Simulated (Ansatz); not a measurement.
`CB(C)C[SiH3]` + `CC[SeH]` → `CC[Se][SiH3]` + `CB(C)C`  (ligand exchange at the Si–C bond)

Isolated molecules relaxed with PBE0-D4/def2-TZVP in Ansatz; ΔE leaves out vibrations. CCSD(T)/CBS adds triple-zeta CCSD(T) − MP2 to the extrapolated MP2 energy (def2 sets, frozen cores). Functionals use def2-TZVPP. For Se outer-core shells are correlated without core-valence functions, which leaves a few kJ/mol of doubt a bond. Scalar relativity is left out up to krypton. Each species was taken in one conformer, which may not be the lowest.

Question: Is it downhill or uphill in electronic energy at CCSD(T)/CBS, and by how much? (Best estimate.)

Answer: Ansatz gave: Downhill: ΔE = -0.49 eV.

Question: What do these levels give: PBE-D4, B97M-V, revPBE, r2SCAN, HF/def2-SVP, CCSD(T)/def2-TZVPP? (Best estimate.)

Answer: Ansatz gave: PBE-D4 -0.48, B97M-V -0.45, revPBE -0.53, r2SCAN -0.50, HF/def2-SVP -0.51, CCSD(T)/def2-TZVPP -0.44 eV.

Largest T1 diagnostic among the species: 0.010.

In def2-TZVPP, CCSD(T) changes the Hartree–Fock value by +0.09 eV (the triples alone add +0.01 eV) and MP2 by +0.06 eV. At CCSD(T), def2-SVP lies +0.09 eV from the extrapolated value and def2-TZVPP +0.05 eV.
